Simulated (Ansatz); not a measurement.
`[CH3][InH2]` + `C1=NC1` → `[InH2][C]1=NC1` + CH₄  (formal exchange of groups at the In–C bond)

Calculated with Ansatz (gas phase, PBE0-D4/def2-TZVP geometries, no zero-point term in ΔE). CBS: MP2 limit from def2 TZ/QZ plus the TZ coupled-cluster correction, frozen cores. This one scheme is used for every species. DFT in def2-TZVPP. def2 core potentials past Kr. For In outer-core shells are correlated without core-valence functions, which leaves a few kJ/mol of doubt a bond.

Is it downhill or uphill in electronic energy at CCSD(T)/CBS, and by how much? (An estimate is asked.)

Computed: Downhill: ΔE = -0.42 eV.

What do these levels give: revPBE-D4, PBE-QIDH, PBE, CCSD(T)/def2-SVP, CCSD/def2-TZVPP, CCSD(T)/def2-TZVPP? (An estimate is asked.)

Computed: revPBE-D4 -0.45, PBE-QIDH -0.43, PBE -0.42, CCSD(T)/def2-SVP -0.48, CCSD/def2-TZVPP -0.43, CCSD(T)/def2-TZVPP -0.44 eV.

Largest T1 diagnostic among the species: 0.014.

At CCSD(T), def2-SVP lies −0.06 eV from the extrapolated value and def2-TZVPP −0.01 eV. Leaving LDA and LC-ωPBE aside and taking each functional with its dispersion term where it has one, the values, not all of them listed here, spread over 0.05 eV, from B97M-V to ωB97M-V. LDA lies +0.04 eV from PBE without D4.
